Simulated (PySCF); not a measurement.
C3H7Si (charge -1).
Atom-mapped SMILES: `[SiH2-:1][CH:2]1[CH2:3][CH2:4]1` (hydrogens: H5, H6 on Si1; H7 on C2; H8, H9 on C3; H10, H11 on C4)

The closed-shell ground state was solved at several levels (PySCF, density fitting, gas phase, non-relativistic). Isolated species at its PBE0-D3(BJ)/def2-SVP geometry (one conformer only). Where the HOMO energy is positive, the finite basis confines the outermost electrons. No diffuse functions stand in pcSseg-1 and pcSseg-2, which bears on an anion's orbital energies.

```json
{"level": "KT2/pcSseg-2", "basis functions": "249", "total energy (Eh)": "-412.6728", "HOMO (eV)": "0.94", "LUMO (eV)": "3.69", "gap (eV)": "2.75"}
{"level": "PBE0/pcSseg-1", "basis functions": "110", "total energy (Eh)": "-407.6802", "HOMO (eV)": "0.33", "LUMO (eV)": "5.43", "gap (eV)": "5.10"}
```

What might CAM-B3LYP/def2-SVPD (140 basis functions) give for the same quantities?

Total energy -407.7362 Eh, HOMO -1.00 eV, LUMO 5.07 eV, gap 6.07 eV.

Over all these levels, which gives the widest orbital gap and which the narrowest?

CAM-B3LYP/def2-SVPD (range-separated hybrid) has the widest, 6.07 eV, and KT2/pcSseg-2 (GGA) the narrowest, 2.75 eV. Functional and basis both differ between the two, so the spread mixes both effects.
